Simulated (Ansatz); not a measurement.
CH3BOS2, 8 atoms. Charge 0, multiplicity 1. The bonds changed during the relaxation, so this is another structure than the one it started from. All runs use 2 threads of an Intel Xeon Platinum 8488C on a shared host. Correlated methods freeze the cores.

Question: Give the basis size and wall time and peak host memory of each of these runs in Ansatz. RKS PBE-QIDH (frozen core)/def2-TZVPP energy; RKS PBE0-D4/def2-QZVPP energy; RHF-MP2/def2-QZVPP energy; RKS PBE-D4/def2-TZVPP energy and forces; RKS ωB97X-V/def2-TZVPP energy; RKS PBE0-D4/def2-SVP energy; RKS ωB97M-V/def2-QZVPP energy; RHF-CCSD(T)/def2-SVP energy; RKS ωB97M-V/def2-SVP energy; RHF-CCSD(T)/def2-TZVPP energy; RKS PBE0-D4/def2-TZVP frequencies; direct RPA on PBE orbitals/def2-TZVPP energy. (Best estimate.)

Answer: The calculation gave: Other jobs shared the machine, so times are rough.

```csv
level,job,functions,wall time,peak host memory (GiB)
RKS PBE0-D4/def2-SVP,energy,93,1.3 s,0.4
RKS PBE-D4/def2-TZVPP,energy and forces,219,3.2 s,0.3
RHF-CCSD(T)/def2-SVP,energy,93,3.8 s,0.4
RKS ωB97M-V/def2-SVP,energy,93,4.5 s,0.4
direct RPA on PBE orbitals/def2-TZVPP,energy,219,6.5 s,0.51
RKS PBE-QIDH (frozen core)/def2-TZVPP,energy,219,7.5 s,0.54
RKS ωB97X-V/def2-TZVPP,energy,219,8.5 s,0.64
RKS PBE0-D4/def2-QZVPP,energy,401,11 s,1.2
RHF-MP2/def2-QZVPP,energy,401,24 s,2.1
RKS ωB97M-V/def2-QZVPP,energy,401,25 s,1.5
RHF-CCSD(T)/def2-TZVPP,energy,219,78 s,3.3
RKS PBE0-D4/def2-TZVP,frequencies,185,2.5 min,0.5
```
